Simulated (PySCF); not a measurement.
Compound: C5H9NS.
SMILES: `NC(=S)CC1CC1`

A PySCF run (density fitting, gas phase, GFN2-xTB geometry) gave HOMO -5.68 eV, LUMO -0.75 eV, dipole 4.74 D.

Question: Which of these levels was it?
A. PBE0/ANO-RCC-VDZP
B. PBE0/Sadlej pVTZ
C. B97-2/pcSseg-1
D. CAM-B3LYP/pcSseg-1
E. PBE0/pcSseg-1

Answer: C. It is B97-2/pcSseg-1. All candidates on this geometry:

| level and settings | kind | basis functions | SCF cycles | E (Eh) | HOMO (eV) | LUMO (eV) | dipole (D) |
| --- | --- | --- | --- | --- | --- | --- | --- |
| B97-2/pcSseg-1, level shift 0.3 Eh | global hybrid | 171 | 14 | -648.7613 | -5.68 | -0.75 | 4.74 |
| PBE0/Sadlej pVTZ, fitting basis def2-universal-jkfit | global hybrid | 257 | 10 | -648.4924 | -5.98 | -0.89 | 4.82 |
| PBE0/ANO-RCC-VDZP, energy threshold 1e-11 Eh | global hybrid | 147 | 12 | -648.2476 | -5.89 | -0.72 | 4.92 |
| PBE0/pcSseg-1 | global hybrid | 171 | 14 | -648.3843 | -5.93 | -0.69 | 4.75 |
| CAM-B3LYP/pcSseg-1 | range-separated hybrid | 171 | 14 | -648.6933 | -7.22 | 0.47 | 4.74 |

The nearest other candidate, by the summed differences of HOMO and LUMO, is PBE0/ANO-RCC-VDZP: its HOMO differs by -0.21 eV and its LUMO by +0.03 eV. Cycle counts include a coarse-grid stage where the run had one. ANO-RCC sets were contracted for a scalar-relativistic Hamiltonian, but ran non-relativistically here.

Conformer computed: `[NH2:1][C:2](=[S:3])[CH2:4][CH:5]1[CH2:6][CH2:7]1`: N1–C2–C4–C5 -36°, C2–C4–C5–C6 160°, H–N1–C2–S3 -1°, H–N1–C2–S3 -178°.
